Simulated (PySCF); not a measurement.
From one molecule to another.

First species: C₆H₁₅P.
InChI=1S/C6H15P/c1-3-5-6-7-4-2/h7H,3-6H2,1-2H3

Second species: C₅H₃N₃.
Numbering: `[N:1]#[C:2][CH2:3][CH:4]([C:5]#[N:6])[C:7]#[N:8]` (hydrogens: H9, H10 on C3; H11 on C4)

Levels: PBE0/pcSseg-1 for dipole moment, HOMO energy, LUMO energy and HOMO–LUMO gap; GFN2-xTB for rotational constant A and rotational constant C. Geometries: GFN2-xTB. All species are isolated and taken at one optimised geometry, non-relativistic unless stated. Electronic properties by PySCF.

The conformers computed, where there is a choice (atom-mapped SMILES and torsion angles):
- `[CH3:1][CH2:2][CH2:3][CH2:4][PH:5][CH2:6][CH3:7]`: C1–C2–C3–C4 180°, C2–C3–C4–P5 -176°, C3–C4–P5–C6 -79°, C4–P5–C6–C7 -164°
- `[N:1]#[C:2][CH2:3][CH:4]([C:5]#[N:6])[C:7]#[N:8]`: C2–C3–C4–C5 173°

```
             property   column X   column Y
        dipole moment     1.36 D     3.04 D
          HOMO energy   -6.74 eV  -10.34 eV
          LUMO energy    0.98 eV   -1.02 eV
        HOMO–LUMO gap    7.72 eV    9.32 eV
rotational constant A  5.026 GHz  3.383 GHz
rotational constant C  0.694 GHz  1.080 GHz
```

(1) Which column belongs to which species?

(2) How does each property change from the first species to the second?

Results:

(1) Column X is the first species and column Y the second. The first has 22 atoms and 66 electrons, the second 11 and 54.

(2) dipole moment +1.68 D; HOMO energy -3.60 eV; LUMO energy -2.00 eV; HOMO–LUMO gap +1.60 eV; rotational constant A -1.643 GHz; rotational constant C +0.386 GHz.

On the first: The dipole matches unit charges of opposite sign 0.28 Å apart (1 e·Å = 4.8032 D). A dipole of 1.36 D is allowed in C1, and pure rotational transitions are dipole-allowed.

On the second: The dipole equals about 10.2 × 10⁻³⁰ C·m (1 D = 3.33564 × 10⁻³⁰ C·m).
